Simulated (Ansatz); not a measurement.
Geometry optimisation, RKS BLYP-D4/STO-3G (Ansatz 0.2.0).

input.yaml

```yaml
crystal:
  periodic: [false, false, false]
  atoms:
    - { symbol: C, position_ang: [-1.6554, 1.2367, 0.926] }
    - { symbol: C, position_ang: [-0.4379, 1.1684, 0.4885] }
    - { symbol: Cl, position_ang: [0.7514, 2.0883, 1.3433] }
    - { symbol: Si, position_ang: [0.1295, 0.1273, -0.9742] }
    - { symbol: Si, position_ang: [1.3005, -1.6857, -0.2449] }
    - { symbol: H, position_ang: [-1.9637, 1.9245, 1.7619] }
    - { symbol: H, position_ang: [-2.4997, 0.7621, 0.4368] }
    - { symbol: H, position_ang: [-1.1352, -0.3479, -1.671] }
    - { symbol: H, position_ang: [0.8349, 0.9477, -1.9055] }
    - { symbol: H, position_ang: [0.5172, -2.4965, 0.7614] }
    - { symbol: H, position_ang: [2.54, -1.2309, 0.4631] }
    - { symbol: H, position_ang: [1.6955, -2.5492, -1.3514] }
basis:
  gaussian: { orbitals: STO-3G }
hamiltonian:
  xc: blyp
  dispersion: d4
relax:
  f_tol: 0.015
  max_steps: 40
```

Command:

```bash
$ ansatz run input.yaml --threads 1 --pin off --max-ram 2048MiB --backend cpu --events-out ev --progress --plain --runs-dir out
```

Q: Where does it end, and by what steps?

A: The forces met the threshold. The force dipped under the threshold on the way, but the program's further checks kept it going. Limits of this set-up: minimal basis. After 9 steps the energy has fallen by 0.494 eV; Cl3 moved furthest, 0.32 Å.

| step | energy less start (eV) | largest force component (eV/Å) | accepted |
| --- | --- | --- | --- |
| 0 | 0.0000 | 4.125 | yes |
| 1 | -0.3660 | 1.452 | yes |
| 2 | -0.4482 | 1.056 | yes |
| 3 | -0.4715 | 0.523 | yes |
| 4 | -0.4814 | 0.248 | yes |
| 5 | -0.4840 | 0.164 | yes |
| 6 | -0.4933 | 0.025 | yes |
| 7 | -0.4938 | 0.012 | yes |
| 8 | -0.4939 | 0.022 | yes |
| 9 | -0.4940 | 0.009 | yes |

```xyz
12
Properties=species:S:1:pos:R:3
C -1.762 1.370 0.888
C -0.495 1.107 0.496
Cl 0.879 1.840 1.494
Si 0.070 0.041 -0.956
Si 1.375 -1.671 -0.236
H -2.010 2.001 1.761
H -2.616 0.948 0.325
H -1.146 -0.423 -1.610
H 0.786 0.908 -1.883
H 0.670 -2.470 0.754
H 2.605 -1.171 0.356
H 1.721 -2.535 -1.355
```

Whether the end is a true minimum wasn't checked by a vibrational analysis.

The run took 34 s on 1 thread of Arm Neoverse V1 (shared host), peak memory 0.13 GiB.
